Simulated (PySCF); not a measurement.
I$_{2}$Pb, charge -1, doublet, at a GFN2-xTB geometry (such geometries of metal compounds can be far from the true shape) (a state made from the parent by changing its charge; the spin is typed, not shown lowest) (core potentials on I, Pb) (in this run its highest filled SCF level lies above zero, so its values depend strongly on the basis, on diffuse functions most of all). Base run: DF-R2SCAN/def2-SV(P) (PySCF).

Here is a job for PySCF.
```python
from pyscf import gto, scf, dft

mol = gto.M(
    atom='''
Pb   -0.008545   -0.007238    0.965102
I     1.166751   -2.051978   -0.751748
I    -1.153531    2.063176   -0.741429
''',
    basis='def2-sv(p)',
    ecp={'I': 'def2-sv(p)', 'Pb': 'def2-sv(p)'},
    charge=-1,
    spin=1,
    verbose=4,
)

mf = dft.UKS(mol)
mf.xc = 'r2scan'
mf = mf.density_fit(auxbasis='def2-universal-jkfit')
mf.kernel()
```

Each row names what was changed in the base input (with any setting that the change needs).

```tsv
change	basis functions	E (Eh)	HOMO (eV)	core-seconds (rough)
base	78	-788.78333	0.44	20
basis = LANL2DZ	24	-26.44236	0.33	5
basis = def2-SVP	78	-788.78333	0.44	20
basis = def2-SVPD	102	-788.79125	0.21	20
basis = def2-TZVPP	150	-788.81072	0.25	40
basis = def2-TZVP	150	-788.81072	0.25	40
basis = def2-TZVPD	174	-788.81237	0.18	40
basis = def2-QZVPP	246	-788.81558	0.20	60
basis = def2-QZVP	246	-788.81558	0.20	90
```

Totals compare only among sets that treat the same electrons; sets with core potentials leave the core out.

Open shells are given as the SCF converged; they aren't shown to be the lowest states, and a large step between rows can be another state.
